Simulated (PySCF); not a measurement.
**Ru (ruthenium, neutral): UHF calculation**

Configuration: [Kr] 4d7 5s1, high-spin 5F determinant. Calculation: PySCF 2.14, in def2-TZVP with the def2 core potential (28 electrons); scalar relativity through the core potential.

| Item | Value |
| --- | --- |
| Total energy | -94.121142 hartree |
| One-electron energy | -165.1826 hartree |
| Hartree (Coulomb) energy | 80.5738 hartree |
| Exchange energy | -9.5123 hartree |
| ⟨S²⟩ | 6.0031 |
| ⟨L²⟩ | 12.041 |
| Sum of ⟨r⟩ | 24.19 bohr |
| Sum of ⟨r²⟩ | 49.20 bohr² |
| Time after the integrals | 0.24 s of wall time on 1 thread of Neoverse-N1 (shared host) |

```json
{"shell": "4s α", "electrons": "1", "mean orbital energy (eV)": "-97.337", "spread (eV)": "0", "rms radius, mean of both spins (bohr)": "1.10"}
{"shell": "4s β", "electrons": "1", "mean orbital energy (eV)": "-92.405", "spread (eV)": "0", "rms radius, mean of both spins (bohr)": "1.10"}
{"shell": "4p α", "electrons": "3", "mean orbital energy (eV)": "-62.471", "spread (eV)": "0", "rms radius, mean of both spins (bohr)": "1.22"}
{"shell": "4p β", "electrons": "3", "mean orbital energy (eV)": "-56.290", "spread (eV)": "0", "rms radius, mean of both spins (bohr)": "1.22"}
{"shell": "4d α", "electrons": "5", "mean orbital energy (eV)": "-11.446", "spread (eV)": "1.015", "rms radius, mean of both spins (bohr)": "1.82"}
{"shell": "4d β", "electrons": "2", "mean orbital energy (eV)": "-8.887", "spread (eV)": "0", "rms radius, mean of both spins (bohr)": "1.82"}
{"shell": "5s α", "electrons": "1", "mean orbital energy (eV)": "-6.458", "spread (eV)": "0", "rms radius, mean of both spins (bohr)": "3.82"}
```

Energies and moments cover only the electrons outside the core potential.
